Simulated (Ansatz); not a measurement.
Isolated molecules relaxed with PBE0-D4/def2-TZVP in Ansatz; ΔE leaves out vibrations. CCSD(T)/CBS adds triple-zeta CCSD(T) − MP2 to the extrapolated MP2 energy (def2 sets, frozen cores). DFT in def2-TZVPP. Each species was taken in one conformer, which may not be the lowest.

Consider the formal exchange of groups at a B–C bond: `C=C(O)B(O)O` + `C=COB(O)O` → `OB(O)OB(O)O` + `C=CC(=C)O`.

`C=C(O)B(O)O`:

Z-matrix (Å, degrees):
```
C
C 1 1.331
H 1 1.081 2 119.3
H 1 1.087 2 122.8 3 180.0
O 2 1.371 1 123.9 3 -180.0
B 2 1.571 1 124.4 3 0.0
H 5 0.962 2 109.9 1 -0.0
O 6 1.361 2 120.2 1 180.0
O 6 1.358 2 119.6 1 -0.0
H 8 0.962 6 111.1 2 0.0
H 9 0.961 6 112.0 2 180.0
```

`C=COB(O)O`:

Cartesian coordinates in Å:
```
C 0.639 -1.991 0.952
C 0.368 -0.714 0.740
O -0.120 -0.274 -0.451
B -0.402 1.048 -0.687
O -0.890 1.410 -1.908
O -0.197 1.984 0.280
H 1.026 -2.303 1.912
H 0.483 -2.738 0.184
H 0.515 0.056 1.491
H -0.988 0.659 -2.498
H -0.434 2.865 -0.015
```

`OB(O)OB(O)O`:

Cartesian coordinates in Å:
```
O -1.997 -0.400 -0.140
B -0.860 -1.102 0.069
O -0.958 -2.447 0.245
O 0.408 -0.525 0.113
B 0.746 0.788 -0.036
O -0.229 1.725 -0.263
O 2.044 1.193 0.036
H -1.822 0.542 -0.254
H -0.100 -2.852 0.385
H 0.121 2.615 -0.352
H 2.647 0.463 0.196
```

`C=CC(=C)O`:

Cartesian coordinates in Å:
```
C -0.525 -0.210 -1.857
C -0.699 0.167 -0.594
C 0.286 -0.016 0.462
C 0.070 0.378 1.722
O 1.426 -0.617 0.044
H 0.391 -0.690 -2.178
H -1.297 -0.046 -2.599
H -1.621 0.648 -0.283
H -0.863 0.852 1.989
H 0.808 0.238 2.503
H 2.025 -0.704 0.791
```

```tsv
level	ΔE (kJ/mol)	difference from CCSD(T)/CBS
PBE-D4	-144.2	12.3
ωB97X-V	-147.1	9.4
ωB97M-V	-150.3	6.2
B2PLYP	-153.7	2.8
PBE0	-150.2	6.3
HF/def2-TZVPP	-160.9	-4.4
MP2/def2-TZVPP	-161.2	-4.7
CCSD/def2-TZVPP	-155.9	0.6
HF/CBS(def2)	-161.5	-5.0
MP2/CBS(def2)	-162.4	-5.9
CCSD(T)/CBS	-156.5	0
```

Largest T1 diagnostic among the species: 0.013.

From PBE to PBE0 (25 % exact exchange), in def2-TZVPP and without D4, ΔE moves by −7.3 kJ/mol.
